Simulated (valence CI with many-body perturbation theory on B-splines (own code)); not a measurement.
Energy levels of Re⁶⁸⁺

Calculated by relativistic CI+MBPT: five valence electrons over a frozen Dirac-Fock core [He], radial functions for each j: 11 s, 11 p, 10 d, 8 f, 5 g, 2 h, with the one-electron correlation potential Σ1, the two-electron term Σ2, the three-electron term Σ3, Breit, model QED; selected CI, second order for the rest, scaled by the run's own slope (own B-spline code, finite nucleus).

No measured spectrum was set against this ion. As an estimate, large intervals hold to a few tenths of a per cent, small ones and those within an open d or f shell to about a per cent. Among the levels kept, up to 7500 cm⁻¹ of a level comes from second order outside the variational space, and about a tenth of that is noise between levels of different J, which matters for small intervals.

Levels 46 to 90 of 202, with energies above the lowest level, (2s^2 2p1/2^2 2p3/2) J=3/2. "Leading %" is the weight of the configuration and term that name the level; weights of strongly mixed levels are sums over their largest components and can fall short. In the jj column 3d3/2^4 stands for four electrons in 3d with j = 3/2. Lifetimes count E1, E2, E3, M1 and M2 decay at the calculated energies, and are blank where another channel may lead or the interval is too uncertain; long ones can be off by a factor of two.

| No. | Configuration | Term | J | E (× 10³ cm⁻¹) | Leading % | g | Lifetime | Leading jj |
| --- | --- | --- | --- | --- | --- | --- | --- | --- |
| 46 | 2s2 2p2 3d | 4D | 1/2 | 90372 | 79 | 0.248 | 3.55 fs | 2s^2 2p1/2 2p3/2 3d3/2 (100 %) |
| 47 | 2s2 2p2 3d | 2G | 7/2 | 90464 | 55 | 0.997 | 27.4 fs | 2s^2 2p1/2 2p3/2 3d3/2 (99 %) |
| 48 | 2s2 2p2 3d | 2D | 5/2 | 90592 | 37 | 1.117 | 524 as | 2s^2 2p1/2 2p3/2 3d3/2 (98 %) |
| 49 | 2s2 2p2 3d | 2D | 3/2 | 90638 | 47 | 1.097 | 508 as | 2s^2 2p1/2 2p3/2 3d3/2 (99 %) |
| 50 | 2s2 2p2 3d | 2P | 1/2 | 90719 | 38 | 1.596 | 476 as | 2s^2 2p1/2 2p3/2 3d3/2 (99 %) |
| 51 | 2s2 2p2 3d | 4D | 7/2 | 91183 | 46 | 1.294 | 26.9 fs | 2s^2 2p1/2 2p3/2 3d5/2 (98 %) |
| 52 | 2s2 2p2 3d | 2P | 3/2 | 91339 | 40 | 1.314 | 832 as | 2s^2 2p1/2 2p3/2 3d5/2 (99 %) |
| 53 | 2s2 2p2 3d | 2G | 9/2 | 91346 | 65 | 1.163 | 5.35 ps | 2s^2 2p1/2 2p3/2 3d5/2 (100 %) |
| 54 | 2s2 2p2 3d | 2F | 5/2 | 91358 | 44 | 1.132 | 646 as | 2s^2 2p1/2 2p3/2 3d5/2 (99 %) |
| 55 | 2s2 2p2 3d | 2D | 5/2 | 91491 | 59 | 1.246 | 450 as | 2s^2 2p1/2 2p3/2 3d5/2 (98 %) |
| 56 | 2s2 2p2 3d | 2F | 7/2 | 91558 | 70 | 1.122 | 402 as | 2s^2 2p1/2 2p3/2 3d5/2 (98 %) |
| 57 | 2s2 2p2 3d | 2D | 3/2 | 91615 | 57 | 0.960 | 599 as | 2s^2 2p1/2 2p3/2 3d5/2 (99 %) |
| 58 | 2s2 2p2 3d | 2P | 1/2 | 91657 | 56 | 1.222 | 570 as | 2s^2 2p1/2 2p3/2 3d5/2 (99 %) |
| 59 | 2s 2p3 3p | 4D | 7/2 | 92008 | 49 | 1.414 | 71.6 fs | 2s 2p1/2^2 2p3/2 3p3/2 (98 %) |
| 60 | 2s 2p3 3p | 2P | 3/2 | 92088 | 31 | 1.494 | 2.93 fs | 2s 2p1/2^2 2p3/2 3p3/2 (98 %) |
| 61 | 2s 2p3 3p | 4P | 5/2 | 92238 | 38 | 1.399 | 3.14 fs | 2s 2p1/2^2 2p3/2 3p3/2 (99 %) |
| 62 | 2s 2p3 3p | 2P | 1/2 | 92274 | 40 | 1.395 | 1.84 fs | 2s 2p1/2^2 2p3/2 3p3/2 (99 %) |
| 63 | 2s 2p3 3p | 2D | 5/2 | 92790 | 33 | 1.254 | 3.79 fs | 2s 2p1/2^2 2p3/2 3p3/2 (99 %) |
| 64 | 2s 2p3 3d | 4D° | 5/2 | 92834 | 30 | 1.232 | 6.08 fs | 2s 2p1/2^2 2p3/2 3d3/2 (99 %) |
| 65 | 2s 2p3 3d | 4D° | 3/2 | 92879 | 29 | 1.332 | 2.86 fs | 2s 2p1/2^2 2p3/2 3d3/2 (100 %) |
| 66 | 2s 2p3 3d | 2F° | 7/2 | 92905 | 25 | 1.212 | 34.6 fs | 2s 2p1/2^2 2p3/2 3d3/2 (97 %) |
| 67 | 2s 2p3 3d | 4P° | 1/2 | 92918 | 47 | 2.214 | 6.59 fs | 2s 2p1/2^2 2p3/2 3d3/2 (100 %) |
| 68 | 2s 2p3 3p | 2P | 3/2 | 92937 | 37 | 1.220 | 4.34 fs | 2s 2p1/2^2 2p3/2 3p3/2 (99 %) |
| 69 | 2s 2p3 3p | 4P | 1/2 | 92977 | 38 | 1.741 | 31.3 fs | 2s 2p1/2^2 2p3/2 3p3/2 (99 %) |
| 70 | 2s 2p3 3d | 2D° | 3/2 | 93551 | 36 | 0.912 | 6.36 fs | 2s 2p1/2^2 2p3/2 3d3/2 (91 %) |
| 71 | 2s 2p3 3d | 2F° | 5/2 | 93604 | 37 | 0.919 | 12.2 fs | 2s 2p1/2^2 2p3/2 3d3/2 (99 %) |
| 72 | 2s 2p3 3d | 4D° | 1/2 | 93679 | 47 | 0.598 | 2.75 fs | 2s 2p1/2^2 2p3/2 3d3/2 (98 %) |
| 73 | 2s 2p3 3d | 4F° | 9/2 | 93685 | 51 | 1.321 | 5.21 ps | 2s 2p1/2^2 2p3/2 3d5/2 (100 %) |
| 74 | 2s 2p3 3d | 4D° | 5/2 | 93892 | 30 | 1.319 | 745 as | 2s 2p1/2^2 2p3/2 3d5/2 (99 %) |
| 75 | 2s 2p3 3d | 4D° | 7/2 | 93944 | 41 | 1.281 | 471 as | 2s 2p1/2^2 2p3/2 3d5/2 (97 %) |
| 76 | 2s 2p3 3d | 2D° | 3/2 | 94038 | 35 | 1.157 | 699 as | 2s 2p1/2^2 2p3/2 3d5/2 (91 %) |
| 77 | 2s 2p3 3d | 2P° | 1/2 | 94164 | 53 | 0.734 | 634 as | 2s 2p1/2^2 2p3/2 3d5/2 (98 %) |
| 78 | 2s 2p3 3d | 2F° | 7/2 | 94524 | 35 | 1.169 | 2.22 fs | 2s 2p1/2^2 2p3/2 3d5/2 (100 %) |
| 79 | 2s 2p3 3d | 2D° | 5/2 | 94654 | 39 | 1.137 | 449 as | 2s 2p1/2^2 2p3/2 3d5/2 (99 %) |
| 80 | 2s 2p3 3d | 2P° | 3/2 | 94669 | 32 | 1.265 | 664 as | 2s 2p1/2^2 2p3/2 3d5/2 (100 %) |
| 81 | 2s2 2p2 3s | 4P | 5/2 | 97475 | 64 | 1.428 | 9.58 fs | 2s^2 2p3/2^2 3s (99 %) |
| 82 | 2s2 2p2 3s | 2P | 3/2 | 97564 | 54 | 1.153 | 3.09 fs | 2s^2 2p3/2^2 3s (99 %) |
| 83 | 2s2 2p2 3s | 2S | 1/2 | 98028 | 67 | 1.978 | 5.22 fs | 2s^2 2p3/2^2 3s (99 %) |
| 84 | 2s2 2p2 3p | 4P° | 3/2 | 98489 | 27 | 1.423 | 194 fs | 2s^2 2p3/2^2 3p1/2 (98 %) |
| 85 | 2s2 2p2 3p | 2D° | 5/2 | 98507 | 38 | 1.166 | 230 fs | 2s^2 2p3/2^2 3p1/2 (98 %) |
| 86 | 2s2 2p2 3p | 2P° | 1/2 | 99016 | 74 | 0.648 | 232 fs | 2s^2 2p3/2^2 3p1/2 (98 %) |
| 87 | 2s 2p3 3s | 6S° | 5/2 | 99419 | 50 | 1.638 | 12.9 fs | 2s 2p1/2 2p3/2^2 3s (99 %) |
| 88 | 2s 2p3 3s | 4S° | 3/2 | 99664 | 48 | 1.471 | 3.35 fs | 2s 2p1/2 2p3/2^2 3s (99 %) |
| 89 | 2s 2p3 3s | 4D° | 7/2 | 99771 | 99 | 1.390 | 10.2 fs | 2s 2p1/2 2p3/2^2 3s (99 %) |
| 90 | 2s 2p3 3s | 2D° | 5/2 | 100000 | 76 | 1.203 | 3.61 fs | 2s 2p1/2 2p3/2^2 3s (99 %) |
